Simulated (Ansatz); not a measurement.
Basis sets compared for the cluster Pt2Au3⁺. Charge 1, multiplicity 1. Geometry PBE-D4/def2-SVP. Ansatz on 4 threads of Intel Xeon on a shared host; times are rough, and most runs start from earlier orbitals.

Cartesian coordinates in Å:
```
Pt 1.354 -1.194 0.198
Pt -0.158 0.557 1.296
Au -0.574 -0.167 -1.426
Au 1.829 1.234 -0.653
Au -2.452 -0.430 0.584
```

In the def2 sets Au, Pt take a core potential; there is no spin–orbit coupling. The restricted singlet is unstable towards broken spin symmetry in Hartree–Fock (as tested in another run); at PBE-D4/def2-SVP, PBE-D4/def2-TZVP, PBE0-D4/def2-SVP, PBE0-D4/def2-TZVP this wasn't settled. No other spin state of charge 1 was run. Another isomer (singlet) lies 0.03 eV lower at PBE0-D4/def2-TZVP; other spin states weren't run for this one.

| level | functions | energy (Eh) | HOMO (eV) | LUMO (eV) | wall time |
| --- | --- | --- | --- | --- | --- |
| PBE-D4/def2-SVP | 160 | -645.9112 | -9.83 | -9.58 | 8 s |
| PBE0-D4/def2-SVP | 160 | -645.6379 | -10.62 | -8.63 | 13 s |

Question: Estimate the rows for PBE-D4/def2-TZVP (with forces), PBE0-D4/def2-TZVP.

Answer: 
```
                         level  functions  energy (Eh)  HOMO (eV)  LUMO (eV)  wall time
PBE-D4/def2-TZVP (with forces)        200    -645.9519      -9.78      -9.55       11 s
             PBE0-D4/def2-TZVP        200    -645.6784     -10.56      -8.58       19 s
```
